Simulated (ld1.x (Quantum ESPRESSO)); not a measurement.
## Configuration tests for Bi (Z = 83) (PAW)

| Property | Result |
| --- | --- |
| Element | bismuth |
| Generator | ld1.x (Quantum ESPRESSO) 7.5 |
| Type | PAW |
| Functional | PW91 |
| Relativity | scalar-relativistic |
| Frozen core | [Xe] 4f14 |
| Valence charge | 15 |
| Reference configuration | 5d10 6s2 6p3 |
| Partial waves | 6s (bound): rcut 1.75, rcutus 2.05 bohr; 6s channel at -0.35 Ry: rcut 1.75, rcutus 2.05 bohr; 6p (bound): rcut 1.80, rcutus 2.30 bohr; 6p channel at 0.6 Ry: rcut 1.80, rcutus 2.30 bohr; 5d (bound): rcut 1.70, rcutus 2.10 bohr; 5d channel at -0.95 Ry: rcut 1.70, rcutus 2.10 bohr |
| Local potential | all-electron potential smoothed inside 1.90 bohr (lloc = -1) |
| Core correction | Bessel-smoothed model core inside 1.25 bohr |
| Augmentation charge | BESSEL, radius 1.95 bohr |

Energies are relative to the spin-unpolarised reference configuration 5d10 6s2 6p3; without spin polarisation the order of configurations can differ from experiment.

```
valence configuration  charge  ΔE all-electron (eV)  error AE − PS (meV)
         5d10 6s2 6p2      +1                 7.973                 -3.7
         5d10 6s2 6p0      +3                46.729                  -23
         5d10 6s1 6p0      +4                92.252                  -53
          5d9 6s2 6p3      +1                33.362                  +12
         5d10 6s0 6p5       0                20.554                 -6.8
```

Problem. What are ΔE and the potential's error for 5d10 6s2 6p1?

Solution. ΔE = 23.295 eV all-electron; the error (AE − PS) is -11 meV.

Problem. What are ΔE and the potential's error for 5d10 6s2 6p3.3?

Solution. ΔE = -1.108 eV all-electron; the error (AE − PS) is +0.5 meV.
